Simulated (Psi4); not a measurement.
Psi4 input (wB97X-D/6-311+G**):

```
memory 1500 MB

molecule {
1 1
N    -1.73898500   -0.07435200    0.10232300
B    -0.17316000   -0.01264000    0.00929900
Cl    0.64376800   -1.50731400   -0.01466300
Cl    0.49617500    1.55446700   -0.05246100
H    -2.09529300   -1.03416700    0.10808000
H    -2.07199700    0.39286800    0.95316700
H    -2.17306000    0.42336000   -0.68288500
symmetry c1
no_reorient
no_com
}

set {
  basis 6-311+G**
  reference rks
  scf_type df
  df_basis_scf def2-universal-jkfit
  dft_radial_points 99
  dft_spherical_points 590
  e_convergence 1e-8
  d_convergence 1e-7
  maxiter 150
}

e = energy('wb97x-d')
print_out(f'\nFINAL {e:.10f} DIPOLE {variable("CURRENT DIPOLE")[0]:.6f} {variable("CURRENT DIPOLE")[1]:.6f} {variable("CURRENT DIPOLE")[2]:.6f}\n')
```

Output:

```
   => Loading Basis Set <=

    Name: 6-311+G**
    Role: ORBITAL
    Keyword: BASIS
    atoms 1   entry N          line   150 file 6-311pgss.gbs
    atoms 2   entry B          line   108 file 6-311pgss.gbs
    atoms 3-4 entry CL         line   468 file 6-311pgss.gbs
    atoms 5-7 entry H          line    42 file 6-311pgss.gbs

   => WB97X-D: Empirical Dispersion <=

    Chai and Head-Gordon Dispersion Correction
    Chai, J.-D.; Head-Gordon, M. (2010), J. Chem. Phys., 132: 6615-6620

        s6 =       1.000000

         ---------------------------------------------------------
                                   SCF
               by Justin Turney, Rob Parrish, Andy Simmonett
                          and Daniel G. A. Smith
                              RKS Reference
         ---------------------------------------------------------

  ==> Geometry <==

    Molecular point group: c1
    Full point group: C1

    Geometry (in Angstrom), charge = 1, multiplicity = 1:

       Center              X                  Y                   Z               Mass
    ------------   -----------------  -----------------  -----------------  -----------------
         N           -1.738985000000    -0.074352000000     0.102323000000    14.003074004430
         B           -0.173160000000    -0.012640000000     0.009299000000    11.009305360000
         CL           0.643768000000    -1.507314000000    -0.014663000000    34.968852682000
         CL           0.496175000000     1.554467000000    -0.052461000000    34.968852682000
         H           -2.095293000000    -1.034167000000     0.108080000000     1.007825032230
         H           -2.071997000000     0.392868000000     0.953167000000     1.007825032230
         H           -2.173060000000     0.423360000000    -0.682885000000     1.007825032230

  Running in c1 symmetry.

  Rotational constants: A =      0.20900  B =      0.10090  C =      0.06880 [cm^-1]
  Rotational constants: A =   6265.64680  B =   3024.90769  C =   2062.58220 [MHz]
  Nuclear repulsion =  192.208418903487910

  Charge       = 1
  Multiplicity = 1
  Electrons    = 48
  Nalpha       = 24
  Nbeta        = 24

  ==> Algorithm <==

  SCF Algorithm Type is DF.
  DIIS enabled.
  MOM disabled.
  Fractional occupation disabled.
  Guess Type is SAD.
  Energy threshold   = 1.00e-08
  Density threshold  = 1.00e-07
  Integral threshold = 1.00e-12

  ==> Primary Basis <==

  Basis Set: 6-311+G**
    Blend: 6-311+G**
    Number of shells: 60
    Number of basis functions: 122
    Number of Cartesian functions: 126
    Spherical Harmonics?: true
    Max angular momentum: 2

  ==> DFT Potential <==

   => LibXC <=

    Version 7.1.2
    S. Lehtola, C. Steigemann, M. J. T. Oliveira, and M. A. L. Marques,  SoftwareX 7, 1–5 (2018) (10.1016/j.softx.2017.11.002)

   => Composite Functional: WB97X-D <=

    wB97X-D Hyb-GGA Exchange-Correlation Functional

    J.-D. Chai and M. Head-Gordon,  Phys. Chem. Chem. Phys. 10, 6615–6620 (2008) (10.1039/B810189B)

    Deriv               =              1
    GGA                 =           TRUE
    Meta                =          FALSE

    Exchange Hybrid     =           TRUE
    MP2 Hybrid          =          FALSE

   => Exchange-Correlation Functionals <=

    1.0000   wB97X-D range-separated functional

   => Exact (HF) Exchange <=

    0.7780            HF,LR [omega = 0.2000]
    0.2220               HF

   => LibXC Density Thresholds  <==

    XC_HYB_GGA_XC_WB97X_D:  1.00E-14

   => Molecular Quadrature <=

    Radial Scheme          =       TREUTLER
    Pruning Scheme         =           NONE
    Nuclear Scheme         =       TREUTLER

    Blocking Scheme        =         OCTREE
    BS radius alpha        =              1
    Pruning alpha          =              1
    Radial Points          =             99
    Spherical Points       =            590
    Total Points           =         390669
    Total Blocks           =           2835
    Max Points             =            256
    Max Functions          =            112
    Weights Tolerance      =       1.00E-15

   => Loading Basis Set <=

    Name: DEF2-UNIVERSAL-JKFIT
    Role: JKFIT
    Keyword: DF_BASIS_SCF
    atoms 1   entry N          line   258 file def2-universal-jkfit.gbs
    atoms 2   entry B          line   138 file def2-universal-jkfit.gbs
    atoms 3-4 entry CL         line   986 file def2-universal-jkfit.gbs
    atoms 5-7 entry H          line    18 file def2-universal-jkfit.gbs

  ==> Integral Setup <==

  SCF_SUBTYPE=INCORE selected. In-core MEM_DF algorithm will be used.
  Using in-core AOs.

  ==> MemDFJK: Density-Fitted J/K Matrices <==

    J tasked:                   Yes
    K tasked:                   Yes
    wK tasked:                  Yes
    Omega:                2.000E-01
    Algorithm:                 Core
    Schwarz Cutoff:           1E-12
    Mask sparsity (%):       4.0984
    Fitting Condition:        1E-10

   => Auxiliary Basis Set <=

  Basis Set: DEF2-UNIVERSAL-JKFIT
    Blend: DEF2-UNIVERSAL-JKFIT
    Number of shells: 144
    Number of basis functions: 462
    Number of Cartesian functions: 552
    Spherical Harmonics?: true
    Max angular momentum: 4

  Cached 50.0% of DFT collocation blocks in 0.523 [GiB].

  Minimum eigenvalue in the overlap matrix is 6.3261427597E-04.
  Reciprocal condition number of the overlap matrix is 7.0762797523E-05.
    Using symmetric orthogonalization.

  ==> Pre-Iterations <==

  SCF Guess: Superposition of Atomic Densities via on-the-fly atomic UHF (no occupation information).

   -------------------------
    Irrep   Nso     Nmo
   -------------------------
     A        122     122
   -------------------------
    Total     122     122
   -------------------------

  ==> Iterations <==

                           Total Energy        Delta E     RMS |[F,P]|

   @DF-RKS iter SAD: -1001.70693669228922   -1.00171e+03   0.00000e+00
   @DF-RKS iter   1: -1001.55225747355564    1.54679e-01   4.44870e-03 ADIIS/DIIS
   @DF-RKS iter   2: -1001.59427755721026   -4.20201e-02   3.56772e-03 ADIIS/DIIS
   @DF-RKS iter   3: -1001.66348015621463   -6.92026e-02   3.43215e-04 ADIIS/DIIS
   @DF-RKS iter   4: -1001.66425387162178   -7.73715e-04   1.13599e-04 ADIIS/DIIS
   @DF-RKS iter   5: -1001.66433218917518   -7.83176e-05   2.84602e-05 DIIS
   @DF-RKS iter   6: -1001.66433826161267   -6.07244e-06   1.01851e-05 DIIS
   @DF-RKS iter   7: -1001.66433913844105   -8.76828e-07   9.77359e-07 DIIS
   @DF-RKS iter   8: -1001.66433915403468   -1.55936e-08   2.16362e-07 DIIS
   @DF-RKS iter   9: -1001.66433915482924   -7.94557e-10   3.52742e-08 DIIS
  Energy and wave function converged.

  ==> Post-Iterations <==

   Electrons on quadrature grid:
      Ntotal   =   48.0000006830 ; deviation = 6.830e-07

    Orbital Energies [Eh]
    ---------------------

    Doubly Occupied:

       1A   -101.930225     2A   -101.929597     3A    -14.766936
       4A     -9.800260     5A     -9.799610     6A     -7.547035
       7A     -7.546409     8A     -7.541707     9A     -7.540996
      10A     -7.539381    11A     -7.538779    12A     -7.198765
      13A     -1.313024    14A     -1.169234    15A     -1.140715
      16A     -0.889285    17A     -0.886106    18A     -0.871448
      19A     -0.758766    20A     -0.715408    21A     -0.663765
      22A     -0.624943    23A     -0.610625    24A     -0.601234

    Virtual:

      25A     -0.189395    26A     -0.139612    27A     -0.075370
      28A     -0.073678    29A     -0.068352    30A     -0.039751
      31A     -0.032498    32A     -0.014840    33A     -0.014458
      34A     -0.005780    35A      0.001409    36A      0.005122
      37A      0.035707    38A      0.036034    39A      0.044985
      40A      0.052609    41A      0.057528    42A      0.060015
      43A      0.063831    44A      0.071351    45A      0.075993
      46A      0.103097    47A      0.179834    48A      0.245962
      49A      0.251935    50A      0.285070    51A      0.334874
      52A      0.340088    53A      0.354536    54A      0.382474
      55A      0.386695    56A      0.402827    57A      0.405985
      58A      0.408799    59A      0.449186    60A      0.454829
      61A      0.520913    62A      0.529203    63A      0.584078
      64A      0.586084    65A      0.606399    66A      0.699687
      67A      0.729158    68A      0.746897    69A      0.762561
      70A      0.763872    71A      0.772635    72A      0.815645
      73A      0.828409    74A      0.912295    75A      0.915306
      76A      0.968575    77A      1.039009    78A      1.129956
      79A      1.202670    80A      1.234221    81A      1.264253
      82A      1.300415    83A      1.381242    84A      1.481834
      85A      1.554507    86A      1.617261    87A      1.680535
      88A      1.744184    89A      1.825830    90A      1.850646
      91A      2.060583    92A      2.162888    93A      2.167877
      94A      2.198501    95A      2.214138    96A      2.217530
      97A      2.285082    98A      2.386699    99A      2.392768
     100A      2.419102   101A      2.429696   102A      2.450713
     103A      2.502735   104A      2.618574   105A      2.767252
     106A      2.809276   107A      2.848352   108A      4.185003
     109A      4.475599   110A      4.519184   111A      9.632217
     112A      9.754331   113A     14.171673   114A     25.771693
     115A     25.836423   116A     25.839879   117A     25.945327
     118A     26.186006   119A     26.291078   120A     35.409168
     121A    215.705420   122A    215.841282

    Final Occupation by Irrep:
              A
    DOCC [    24 ]
    NA   [    24 ]
    NB   [    24 ]

  @DF-RKS Final Energy: -1001.66433915482924

   => Energetics <=

    Nuclear Repulsion Energy =            192.2084189034879103
    One-Electron Energy =               -1751.8905591768811973
    Two-Electron Energy =                 607.5267501050693681
    DFT Exchange-Correlation Energy =     -49.5072196475851598
    Empirical Dispersion Energy =          -0.0017293389200895
    VV10 Nonlocal Energy =                  0.0000000000000000
    Total Energy =                      -1001.6643391548292357

Computation Completed

Properties will be evaluated at   0.000000,   0.000000,   0.000000 [a0]

Properties computed using the SCF density matrix

 Multipole Moments:

 ------------------------------------------------------------------------------------
     Multipole            Electronic (a.u.)      Nuclear  (a.u.)        Total (a.u.)
 ------------------------------------------------------------------------------------

 L = 1.  Multiply by 2.5417464519 to convert [e a0] to [Debye]
 Dipole X            :         -2.7180358           -0.0000265           -2.7180623
 Dipole Y            :         -0.0960833           -0.0000038           -0.0960871
 Dipole Z            :          0.1626108            0.0000189            0.1626297
 Magnitude           :                                                    2.7246181

 ------------------------------------------------------------------------------------

FINAL -1001.6643391548 DIPOLE -2.718062 -0.096087 0.162630

*** Psi4 exiting successfully. Buy a developer a beer!
```

The dipole moment of an ion depends on the origin.

The geometry given is a B3LYP-D3(BJ)/def2-TZVP minimum.
